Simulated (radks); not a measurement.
Q: Excited configurations of the strontium ion Sr+: one electron is placed in a higher orbital outside [Kr]. The ground configuration is [Kr] 5s1. All-electron calculation, scalar-relativistic Kohn-Sham, r2SCAN, spin-polarised, spherical densities, finite nucleus; open shells are filled with parallel spins first (spin-orbit coupling, left out, can overturn this in heavy ions); meta-GGA in the generalised Kohn-Sham scheme; Fermi nuclear charge, rms radius 4.224 fm. Program: a radial shooting solver on a logarithmic mesh with Libxc functionals. Excitation = E - E(ground); binding = E(ion) - E, where the ion is the core of charge +2; n* = 2/sqrt(2 binding) in atomic units, and the quantum defect is n - n*.

outer orbital  excitation (eV)  binding (eV)     n*  quantum defect  eigenvalue (eV)  <r> (bohr)
4d                       1.976         8.894  2.474           1.526           -5.550       3.032
5p                       2.978         7.893  2.626           2.374           -6.221       4.888
5d                       6.290         4.581  3.447           1.553           -3.438       7.653
5f                       8.614         2.256  4.911           0.089           -1.729       15.40
6s                       5.647         5.223  3.228           2.772           -4.213       8.001
6f                       9.275         1.595  5.841           0.159           -1.260       23.33
7s                       7.786         3.084  4.201           2.799           -2.501       13.51
7f                       9.686         1.184  6.780           0.220           -0.952       32.76

Estimate the row for 6p.

A: excitation (eV) 6.699; binding (eV) 4.172; n* 3.612; quantum defect 2.388; eigenvalue (eV) -3.351; <r> (bohr) 9.595. The Delta-SCF ionisation energy is 10.870 eV (NIST Atomic Spectra Database: 11.030 eV, measured). Self-interaction in the functional shifts the binding energies and quantum defects, so they are the method's values and not measured ones.
